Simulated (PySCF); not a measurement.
These 6 structures share the formula C10H16. The calculation used PBE0-D3(BJ)/def2-SVP geometry optimisation, gas phase in PySCF. One conformer each; no zero-point energy, no entropy. No frequencies were run at this level. Point groups hold within 0.08 Å.

**Question.** Rank from lowest to highest electronic energy at this level (kcal/mol).
A. `[CH3:1][C:2]1=[C:3]=[CH:4][CH2:5][CH2:6][CH2:7][CH2:8][CH2:9][CH2:10]1` with C3–C4–C5–C6 90°, C4–C5–C6–C7 -92°, C5–C6–C7–C8 46°, C6–C7–C8–C9 61°
B. `C1C2CC3CC1CC(C2)C3` (adamantane)
C. `[CH3:1][C:2]#[C:3][CH2:4][C:5]([CH3:6])([CH3:7])[CH:8]1[CH2:9][CH2:10]1` with C3–C4–C5–C6 -60°, C4–C5–C8–C9 -79°
D. `[CH:1]#[C:2][C@@:3]1([CH3:4])[CH2:5][CH2:6][CH2:7][C@@H:8]1[CH2:9][CH3:10]` with C7–C8–C9–C10 66°, C2–C3–C5–C6 160°, C3–C5–C6–C7 -25°, C5–C6–C7–C8 -1°, C6–C7–C8–C9 155°
E. `[CH2:1]=[CH:2][C@@H:3]1[CH2:4][C@@H:5]2[CH2:6][CH2:7][CH2:8][C@H:9]1[CH2:10]2` with C1–C2–C3–C4 -9°
F. `[CH2:1]1[CH2:2][CH:3]([C@@H:4]2[CH2:5][C:6]23[CH2:7][CH2:8][CH2:9]3)[CH2:10]1` with C2–C3–C4–C5 -92°, C10–C1–C2–C3 19°, C1–C2–C3–C4 -142°, C3–C4–C5–C6 -110°, C4–C5–C6–C7 116°

**Answer.** B (0.0), E (35.8), A (66.5), D (71.8), F (77.5), C (87.1).

As drawn, the highest has a three-membered ring, a C≡C bond and a quaternary carbon, which the lowest lacks.

```json
{"SMILES": "C1C2CC3CC1CC(C2)C3", "E (Eh)": "-390.02007", "E rel (kcal/mol)": "0.0", "dipole (D)": "0.00", "point group": "Td", "A, B, C (MHz)": "1697, 1696, 1696"}
{"SMILES": "C=C[C@@H]1C[C@@H]2CCC[C@H]1C2", "E (Eh)": "-389.96300", "E rel (kcal/mol)": "35.8", "dipole (D)": "0.36", "point group": "C1", "A, B, C (MHz)": "2030, 1194, 1145"}
{"SMILES": "CC1=C=CCCCCCC1", "E (Eh)": "-389.91412", "E rel (kcal/mol)": "66.5", "dipole (D)": "0.54", "point group": "C1", "A, B, C (MHz)": "1994, 1046, 782.6"}
{"SMILES": "C#C[C@@]1(C)CCC[C@@H]1CC", "E (Eh)": "-389.90560", "E rel (kcal/mol)": "71.8", "dipole (D)": "0.72", "point group": "C1", "A, B, C (MHz)": "1513, 1216, 844.8"}
{"SMILES": "C1CC([C@@H]2CC23CCC3)C1", "E (Eh)": "-389.89651", "E rel (kcal/mol)": "77.5", "dipole (D)": "0.14", "point group": "C1", "A, B, C (MHz)": "2939, 759.1, 683.4"}
{"SMILES": "CC#CCC(C)(C)C1CC1", "E (Eh)": "-389.88128", "E rel (kcal/mol)": "87.1", "dipole (D)": "0.25", "point group": "C1", "A, B, C (MHz)": "3207, 603.9, 584.9"}
```
